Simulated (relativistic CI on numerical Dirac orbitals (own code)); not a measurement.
# One change at a time: Sc¹⁰⁺

Base calculation: Dirac-Coulomb-Breit CI, orbitals from a KLI potential per configuration, model QED, unscaled Slater integrals.

Configuration list (outside the closed core [Ne]): 3s, 3p, 3d, 4s, 4p, 4d, 4f, 5s, 5p, 5d, 5f, 5g, 6s, 6p, 6d. Levels of other configurations are missing.

Variants: (1) valence Slater integrals scaled by 0.9; (2) Breit term removed; (3) one mean potential for all configurations. Shifts of the energy above 3s 2S_1/2, in cm⁻¹, for the lowest level and the first level of each name with at least 55 % of one term (blank where a level changes its place among those of its configuration and J or its character, or is not in the variant):

```
     Level     Base  Δ(1)  Δ(2)  Δ(3)
 3s 2S_1/2        0     0     0     0
3p 2P°_1/2   191599     0  -202   +29
3p 2P°_3/2   198237     0   +40   +28
 3d 2D_3/2   460061     0  +261   -27
 3d 2D_5/2   460621     0  +381   -28
 4s 2S_1/2   974740     0  +258  +312
4p 2P°_1/2  1048598     0  +168  +283
4p 2P°_3/2  1051113     0  +268  +294
 4d 2D_3/2  1145945     0  +342  +278
 4d 2D_5/2  1146213     0  +395  +285
4f 2F°_5/2  1178513     0  +403  +560
4f 2F°_7/2  1178619     0  +407  +561
 5s 2S_1/2  1378447     0  +335  +502
5p 2P°_1/2  1414328     0  +289  +497
```

At this charge energies of transitions that change n are usually good to better than 1 %, and those within a shell (Δn = 0) to a few per cent.

Ionisation energy from the two ground configurations alone: base 249.207 eV; Breit term removed 249.257 eV. The NIST ASD value (semi-empirical) is 249.798 eV.
